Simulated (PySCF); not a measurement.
**Energy of Zn⁺ (zinc, charge +1) between two integer charges**

The 4s alpha orbital of [Ar] 3d10 4s1 is emptied in steps (occupation f), with all orbitals relaxed, ending at [Ar] 3d10. Calculation: PySCF 2.14, in aug-pcseg-2; no relativity, point nucleus. The exact energy is a straight line in f; departures are measured from the line between the end points of the same method.

```tsv
f	BLYP (eV)
1	0.000
0.75	-0.811
0.5	-1.087
0.25	-0.819
0	0.000
```

```
method  E(f=0) − E(f=1) (eV)  −ε at f=1 (eV)  −ε at f=0.5 (eV)
  BLYP                18.521          14.220            18.499
```

Orbital energy along the path (eV):

```
   f     BLYP
   1  -14.220
0.75  -16.340
 0.5  -18.499
0.25  -20.689
   0  -22.917
```

Reference removal energy between the ground levels: 17.964 eV (measured; NIST Atomic Spectra Database, ionization energies).
